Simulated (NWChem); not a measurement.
# SiNH₄F; SMILES N[SiH2]F

```xyz
7

Si     0.4747     0.0857     0.0293
N     -0.3384    -1.4278     0.1486
F     -0.4855     1.3565    -0.3914
H      1.5076    -0.0343    -1.0476
H      1.0333     0.4115     1.3794
H     -0.9643    -1.6201     0.9340
H     -0.6468    -1.9193    -0.6932
```
Atoms are numbered in this order, from 1.

All runs: NWChem. Pople sets run with spherical d functions. Geometry: optimised at PBE-D3(BJ)/def2-SVP. Level: M05-2X/6-31G* with SMD (1 M gas to 1 M solution), gas-phase geometry. Reactions with the solvent are ignored.

```json
[
 {"solvent": "water", "dielectric constant": "78.4", "solvation free energy (kcal/mol)": "-2.4", "cavity-dispersion-structure term (kcal/mol)": "3.3", "dipole in solution (D)": "2.29"},
 {"solvent": "benzene", "dielectric constant": "2.27", "solvation free energy (kcal/mol)": "-2.5", "cavity-dispersion-structure term (kcal/mol)": "0.6", "dipole in solution (D)": "2.10"},
 {"solvent": "tetrahydrofuran", "dielectric constant": "7.43", "solvation free energy (kcal/mol)": "[?]", "cavity-dispersion-structure term (kcal/mol)": "1.1", "dipole in solution (D)": "[?]"},
 {"solvent": "acetonitrile", "dielectric constant": "35.7", "solvation free energy (kcal/mol)": "-4.4", "cavity-dispersion-structure term (kcal/mol)": "1.2", "dipole in solution (D)": "2.28"}
]
```

### Question
What belongs in the gaps?

### Answer

- tetrahydrofuran, solvation free energy (kcal/mol): -3.8
- tetrahydrofuran, dipole in solution (D): 2.23
